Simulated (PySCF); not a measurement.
# Bond length, frequency and bond energy of NiP by level of theory

State: ⁴Δ (quartet), unpaired electrons π ↑↑, δ ↑. Set-up: Ni def2-TZVPP, P def2-TZVPP; no relativity (PySCF 2.14). De refers to Ni (3d8 4s2) + P in their high-spin ground configurations, without counterpoise correction. The functionals are run spin-unrestricted. A positive dipole means Ni(−)P(+).

```json
{"Level": "UHF", "Re (Å)": "2.295", "ωe (cm⁻¹)": "309", "De (eV)": "n/a", "μ (D)": "-5.10"}
{"Level": "LDA", "Re (Å)": "2.057", "ωe (cm⁻¹)": "442", "De (eV)": "n/a", "μ (D)": "-2.42"}
{"Level": "PBE", "Re (Å)": "2.104", "ωe (cm⁻¹)": "411", "De (eV)": "n/a", "μ (D)": "-2.62"}
{"Level": "BLYP", "Re (Å)": "2.125", "ωe (cm⁻¹)": "394", "De (eV)": "n/a", "μ (D)": "-2.37"}
{"Level": "TPSS", "Re (Å)": "2.099", "ωe (cm⁻¹)": "413", "De (eV)": "n/a", "μ (D)": "-2.93"}
{"Level": "r²SCAN", "Re (Å)": "2.085", "ωe (cm⁻¹)": "422", "De (eV)": "n/a", "μ (D)": "-2.99"}
{"Level": "PBE0", "Re (Å)": "2.120", "ωe (cm⁻¹)": "390", "De (eV)": "n/a", "μ (D)": "-3.24"}
{"Level": "M06-2X", "Re (Å)": "2.203", "ωe (cm⁻¹)": "326", "De (eV)": "n/a", "μ (D)": "-3.35"}
{"Level": "CAM-B3LYP", "Re (Å)": "2.122", "ωe (cm⁻¹)": "388", "De (eV)": "n/a", "μ (D)": "-3.27"}
```

(1) What does a quarter of exact exchange do here, going from PBE to PBE0?

De is left out where the level can put another filling of the metal’s s and d shells below the measured ground configuration, by anything from nothing to about 1 eV. Counting both spins, an empty level lies below a filled one in some of these solutions, because spin and occupation are held. With d or f electrons several states lie close, and the lowest PBE0 determinant need not be the measured ground state.

Results:

(1) PBE0 less PBE: +1.6 pm in Re, -5.1 % in ωe. Exact exchange removes part of the self-interaction that spreads semilocal densities, and in most molecules shortens and stiffens the bond and lowers De; here Re and ωe go the other way.
